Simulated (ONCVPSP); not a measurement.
Tl (Z = 81): one change to an ONCV potential, before and after

* Element: Tl
* Generator: ONCVPSP 4.0.1
* Type: optimised norm-conserving Vanderbilt (ONCV)
* Functional: PBE
* Relativity: scalar-relativistic
* Frozen core: [Xe] 4f14
* Valence charge: 13
* Reference configuration: 5d10 6s1 (charge +2)
* Partial waves: 6s: rc 1.65 bohr, ncon 3, nbas 7, qcut 3.2 1/bohr, 2 projectors, debl 2.7 Ha; p scattering state at 0.1 Ha: rc 2.10 bohr, ncon 3, nbas 6, qcut 3.2 1/bohr, 2 projectors, debl 4 Ha; 5d: rc 2.15 bohr, ncon 4, nbas 9, qcut 7.8 1/bohr, 2 projectors, debl 0.4 Ha
* Local potential: polynomial inside 1.05 bohr (lpopt 5, dvloc0 1 Ha)
* Core correction: none

In the p channel the program set the typed energies aside and used 0.050, 4.050 Ha. In the d channel the program set the typed energies aside and used -1.219, 0.250 Ha.

Change: s: rc 1.5.

Cutoffs: the cutoffs (Ha) at which the residual kinetic energy of the hardest occupied pseudo-wave falls to 1 and 0.1 mHa per electron; they do not see the model core or the augmentation charge, which bear on the density cutoff. Errors are all-electron minus pseudo energies relative to the spin-unpolarised reference configuration.

**Question.** Predict the effect on cutoff, ghosts and configuration errors.

**Answer.** The potential gets harder (34 Ha and 60 Ha → 74 Ha and 98 Ha); both files keep a bound ghost (p, s); of the 3 tests that both files solve, the error grows in 2 and shrinks in 1 by more than 15 % and 0.3 meV (median size 18.3 → 12.1 meV). A smaller radius makes the pseudo-wave follow the all-electron one further in, where it bends more sharply, so more plane waves are needed.

```tsv
quantity	base	changed
cutoff, loose	34 Ha	74 Ha
cutoff, tight	60 Ha	98 Ha
loose cutoff by channel	s 34 Ha, d 20 Ha	s 74 Ha, d 20 Ha
bound ghosts	s, p	s, p
GHOST(+) flags under 300 eV	none	s at 202.9 eV
tests with a reliable result	3 of 4	3 of 4
error for 5d10 6s2, meV [ΔE -20.78 eV]	+19	+22
error for 5d10 6s0, meV [ΔE 30.14 eV]	+7.0	+12
error for 5d9 6s0, meV [ΔE 81.93 eV]	+18	+2.6
p: phases at 2.13 bohr within 0.05 rad from the reference energy up to (Ha; the scan ends near 5)	4.9	4.9
d: phases at 2.19 bohr within 0.05 rad from the reference energy up to (Ha; the scan ends near 5)	to the end of the scan	to the end of the scan
```

 A true bound ghost makes a file unfit for plane-wave use even where its test errors are small: the radial tests pick states by their node count and pass the ghost by.
